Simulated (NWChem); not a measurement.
H4PO4 cation; SMILES OP(=[OH+])(O)O

```xyz
9

O     -0.2705    -1.3025    -0.8245
P      0.0000     0.0000     0.0000
O      1.3025    -0.2705     0.8245
O      0.2705     1.3025    -0.8245
O     -1.3025     0.2705     0.8245
H     -1.1407    -1.4120    -1.2569
H      1.4120    -1.1407     1.2569
H      1.1407     1.4120    -1.2569
H     -1.4120     1.1407     1.2569
```
Atoms are numbered in this order, from 1.

Computed with NWChem. Pople sets run with spherical d functions. Structure relaxed at the B3LYP/6-31G* (spherical d) level. GIAO values for the isolated, static molecule; σ is the absolute isotropic shielding, δ = σ(reference) − σ with the isolated reference molecule computed at the same levels (1H: tetramethylsilane, 17O: water, 31P: phosphine).

```
level                δ O1 (ppm)  δ P2 (ppm)  δ H6 (ppm)
-------------------  ----------  ----------  ----------
PBE/pcSseg-1              108.9       279.0        5.73
B3LYP/6-311G**            100.9       275.2        5.59
Hartree-Fock/6-31G*        57.2       204.7        6.10
PBE0/pcSseg-1                 ?       274.7           ?
BHandHLYP/pcSseg-1         92.4       259.6        6.15
```

Q: Some entries are withheld; supply them.

A: 
- PBE0/pcSseg-1, δ O1 (ppm): 100.1
- PBE0/pcSseg-1, δ H6 (ppm): 5.95
